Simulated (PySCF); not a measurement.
Be⁺: ionisation energy

Be⁺ [He] 2s1 (2S) → Be²⁺ 1s2 (1S), as a difference of total energies. All numbers are calculated (PySCF 2.14, scalar relativity by spin-free X2C-1e, in aug-cc-pCVQZ-DK (9s8p6d4f2g, 109 functions)). Correlated levels: valence and next inner shell: nothing frozen. The calculations carry no spin-orbit coupling.

```
                                method  ionisation energy (eV)  error (eV)
                                   UHF                  18.130      -0.081
                                   LDA                  18.256      +0.045
                                   PBE                  18.497      +0.286
                                  PBE0                  18.458      +0.247
                                r2SCAN                  18.188      -0.023
                               wB97M-V                  18.309      +0.098
                                  BLYP                  18.548      +0.337
                                revPBE                  18.513      +0.302
    MP2 (valence and next inner shell)                  18.199      -0.012
SCS-MP2 (valence and next inner shell)                  18.192      -0.019
```

Reference: 18.211 eV (measured; NIST Atomic Spectra Database, ionization energies).

Errors of the correlated levels include the incompleteness of this basis.
